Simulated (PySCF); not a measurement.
CS$_{2}$, charge +1, doublet, geometry from GFN2-xTB (a state made from the parent by changing its charge; the spin is typed, not shown lowest), with bond 3-2 at 1.3 times its length. Base run: HF/def2-SV(P) (PySCF).

Geometry (Å):
```xyz
3

S      0.0000     0.0000    -1.5596
C      0.0000     0.0000     0.0000
S      0.0000     0.0000     2.0275
```
Charge +1, spin multiplicity 2.
Orbitals are unrestricted.
All else is at PySCF's defaults.
Base energy -832.23953 Eh.

Each row names what was changed in the base input (with any setting that the change needs).

```tsv
change	ΔE vs base (mEh)	SCF cycles	<S^2>	outcome
base	0.000	23	0.812	converged
level_shift = 1.0 (with mf.max_cycle = 100)	-10.042	51	1.336	another SCF solution
DIIS = ADIIS	-	50	-	not converged
diis = off; damp = 0.3 (with mf.diis_start_cycle = 200; with mf.max_cycle = 150)	-10.042	125	1.336	another SCF solution
level_shift = 0.5 (with mf.max_cycle = 100)	0.000	70	0.812	converged
init_guess = mod_huckel	-10.042	22	1.336	another SCF solution
init_guess = atom	0.000	22	0.812	converged
conv_tol = 1e-4	0.108	10	0.778	converged
conv_tol_grad = 1e-7	0.000	34	0.812	converged
diis = off (with mf.max_cycle = 100)	-	100	-	not converged
diis_space = 20	0.000	21	0.811	converged
level_shift = 0.3 (with mf.max_cycle = 100)	0.000	33	0.812	converged
init_guess = 1e	0.000	36	0.812	converged
```

A guess, shift, damping, solver or small numerical setting can't move a converged solution much, so rows marked as another SCF solution ended in a different state.

Open shells are given as the SCF converged; they aren't shown to be the lowest states, and a large step between rows can be another state.
